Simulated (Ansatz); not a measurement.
Stepwise reaction of `C#C[SiH2]C#C` with water, as a gas-phase model of exchange steps in deposition or etching. ΔE in kJ/mol; ΔG adds harmonic PBE0-D4 terms to CCSD(T)/CBS, at 1 bar.

Computed with Ansatz on PBE0-D4/def2-TZVP structures; ΔE is electronic, products minus reactants. CCSD(T)/CBS adds triple-zeta CCSD(T) − MP2 to the extrapolated MP2 energy (def2 sets, frozen cores). This one scheme is used for every species. DFT in def2-TZVPP. B3LYP here is the variant with VWN-RPA as its local correlation; programs differ in this. Each species was taken in one conformer, which may not be the lowest.

```tsv
step	reaction	PBE-D4	B3LYP-D4	ωB97M-V	CCSD(T)/CBS	ΔG(500 K)
1	`C#C[SiH2]C#C` + H₂O → `C#C[SiH2]O` + `C#C`	-47.6	-56.9	-59.3	-53.8	-53.4
```

**Question.** Give the row of step 2, `C#C[SiH2]O` + H₂O → `O[SiH2]O` + `C#C`. (Best estimate.)

**Answer.** The calculation gave: 
| step | reaction | PBE-D4 | B3LYP-D4 | ωB97M-V | CCSD(T)/CBS | ΔG(500 K) |
| --- | --- | --- | --- | --- | --- | --- |
| 2 | `C#C[SiH2]O` + H₂O → `O[SiH2]O` + `C#C` | -61.1 | -69.7 | -72.6 | -67.9 | -57.8 |

**Question.** By hand: ΔE of the 2 steps together at CCSD(T)/CBS.

**Answer.** (-53.8) + (-67.9) = -121.7 kJ/mol, or -60.9 kJ/mol a step.

In ΔE each step is lower than the one before. All are downhill at CCSD(T)/CBS. ΔG lies between -57.8 and -53.4 kJ/mol a step. PBE-D4 differs from CCSD(T)/CBS by 6.2 to 6.8 kJ/mol a step. Isolated molecules leave out the surface, adducts and barriers. Largest T1 diagnostic: 0.013.
